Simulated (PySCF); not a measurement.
## An isoelectronic set: 68 electrons

PBE0 in PySCF with def2-SVPD on every atom (core potentials on Sn, Sb, Te, I), for the lowest determinant that a PBE0 search found; no spin–orbit coupling. All have 68 electrons, 12 of them in the valence shells, and the same state, a triplet (π ↑↑). For ions De leads to the atom and ion picked by measured ionisation energies and electron affinities.

| species | difference of nuclear charges | Re (Å) | ωe (cm⁻¹) | k (mdyn/Å) | De (eV) | dissociates to |
| --- | --- | --- | --- | --- | --- | --- |
| SnCl⁻ | 33 | 2.596 | 239 | 0.911 | 1.69 | Sn + Cl⁻ |
| SbS⁻ | 35 | 2.341 | 413 | 2.54 | 3.16 | Sb + S⁻ |
| TeP⁻ | 37 | 2.371 | 395 | 2.30 | 2.99 | Te⁻ + P |
| SiI⁻ | 39 | 2.676 | 239 | 0.768 | 1.56 | Si + I⁻ |
| SbCl | 34 | 2.385 | 365 | 2.13 | 3.11 | Sb + Cl |
| TeS | 36 | 2.250 | 482 | 3.52 | 3.51 | Te + S |
| PI | 38 | 2.394 | 373 | 2.04 | 2.50 | P + I |

Task: Which member of the whole set has the stiffest bond, and how does it compare with the softest?

Result: TeS with k = 3.52 mdyn/Å, 4.6 times that of SiI⁻.

These are scalar-relativistic numbers at best; spin–orbit coupling would shift them, the dissociation energy most. For an ion De counts to the pair picked by the measured ionisation energies or electron affinities, which need not be the lowest pair at this level. The highest Kohn–Sham level is positive in some of these anions. Much of that is self-interaction error, but it also means that the finite basis helps to hold the extra electron. States were picked by a PBE0 search and need not be the measured ground states.
